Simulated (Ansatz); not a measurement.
Forces on a displaced structure

H₂Se₂O (SMILES O[Se][SeH]), singlet, displaced at random from a GFN2-xTB minimum.

| atom | x (Å) | y (Å) | z (Å) |
| --- | --- | --- | --- |
| O1 | -1.2909 | 0.0034 | -0.8113 |
| Se2 | -0.3264 | -1.0212 | 0.3323 |
| Se3 | 1.3334 | 0.3901 | 0.9685 |
| H4 | -1.9785 | 0.4486 | -0.3476 |
| H5 | 2.2613 | 0.1890 | -0.1527 |

Ansatz 0.2.0; basis: def2-TZVPP; cores frozen in the correlated methods. Filled d shells of the heavier atoms are correlated. The def2 sets are not built for correlating such inner shells, so the correlated values are less sure here.

CCSD(T) forces from the calculation:
```csv
atom,Fx,Fy,Fz (eV/Å)
O1,0.882,-0.678,-0.833
Se2,-0.482,-0.105,-0.258
Se3,0.388,0.392,0.274
H4,-0.716,0.473,0.852
H5,-0.073,-0.082,-0.035
```

Question: Which atom feels the largest CCSD(T) force, and how large is it?

Answer: O1, 1.39 eV/Å, along (0.63, -0.49, -0.60).

Root-mean-square difference of the force components from those of CCSD(T): PBE0-D4 0.107; wB97M-V 0.089; r2SCAN-D4 0.088; PBE-D4 0.297; BHLYP-D4 0.280; HSE06-D4 0.104 eV/Å.

T1 diagnostic: at most 0.012. These are differences at one structure, and CCSD(T) in triple zeta is itself an approximation.

For scale, one of the runs: CCSD(T)/def2-TZVPP forces, 155 basis functions (an equivalent command: `ansatz run in.yaml --threads 4`). The run took 3.3 min on 4 CPU threads (shared host), with 1.9 GiB of host memory at its peak.
